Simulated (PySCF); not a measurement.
Molecule: SMILES CNB(O)O, CH$_{6}$BNO$_{2}$.

Bonds (- single, = double, # triple, : aromatic): C1-N2 1.439 Å, N2-B3 1.416 Å, B3-O4 1.370 Å, B3-O5 1.378 Å. C1 carries H6, H7, H8; N2 carries H9; O4 carries H10; O5 carries H11.

Spin–spin couplings on one PBE0-D3(BJ)/def2-SVP geometry, PySCF, gas phase, non-relativistic, equivalent pairs averaged (spin–dipole term only in couplings to heteroatoms); isotopes 13C, 1H, 15N, 17O, 11B; functional B3LYP.

Problem. How do the couplings (Hz) change with the basis set? Times are CPU seconds on shared hosts with different chips, so compare them loosely. Far from the basis limit: 6-31G*, pcJ-0, def2-TZVP, cc-pVTZ.

Solution. 
```
basis set  functions  1J(C1,H6)  1J(N2,H9)  1J(O4,H10)  1J(N2,B3)  1J(B3,O4)  1J(C1,N2)  2J(H6,H7)  core-s
   6-31G*         82      146.8      -80.5       -79.9      -43.2      -22.0      -17.3      -14.6     5.2
    pcJ-0         83      119.8      -69.1       -54.0      -33.4       -5.6       -8.0      -12.7      11
def2-TZVP        191      132.7      -78.7       -75.0      -46.1      -15.7      -10.7      -11.7      32
  cc-pVTZ        234      124.7      -73.9       -63.0      -44.9      -14.2       -6.7      -11.0      45
```

The Fermi-contact term samples the wavefunction at the nucleus, which is why sets with added tight s functions (names with J) are made for couplings.
